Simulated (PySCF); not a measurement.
**Antimony: a sound run and one with changed settings**

Sound run: Sb⁺ [Kr] 4d10 5s2 5p2, Sb²⁺ [Kr] 4d10 5s2 5p1. Computed with PySCF 2.14 in def2-SVP with the def2 core potential (28 electrons) (4s4p2d, 26 functions), with a scalar-relativistic core potential. The sound run starts from symmetry-adapted Hartree-Fock orbitals and uses a fine grid where one is needed.

Changed run: 6 angular points. This setting is unsound on purpose.

```json
{"species": "Sb⁺", "method": "UHF", "sound run (hartree)": "-238.95749", "changed run (hartree)": "-238.95749", "converged": "yes"}
{"species": "Sb⁺", "method": "PBE", "sound run (hartree)": "-239.87242", "changed run (hartree)": "-240.36092", "converged": "yes"}
{"species": "Sb⁺", "method": "B3LYP", "sound run (hartree)": "-239.95983", "changed run (hartree)": "-240.25952", "converged": "yes"}
{"species": "Sb²⁺", "method": "UHF", "sound run (hartree)": "-238.36966", "changed run (hartree)": "-238.36966", "converged": "yes"}
{"species": "Sb²⁺", "method": "PBE", "sound run (hartree)": "-239.26641", "changed run (hartree)": "-239.73962", "converged": "yes"}
{"species": "Sb²⁺", "method": "B3LYP", "sound run (hartree)": "-239.35270", "changed run (hartree)": "-239.64080", "converged": "yes"}
```

Ionisation energy of Sb⁺:

```
method  sound run (eV)  changed run (eV)
   UHF          15.995            15.995
   PBE          16.490            16.906
 B3LYP          16.521            16.836
```

A coarse angular grid integrates products of high-l functions wrongly, so density functionals can shift, and the SCF can exploit the error; Hartree-Fock and MP2 need no grid.

For comparison, NIST gives 16.626 ± 0.025 eV between the lowest levels.
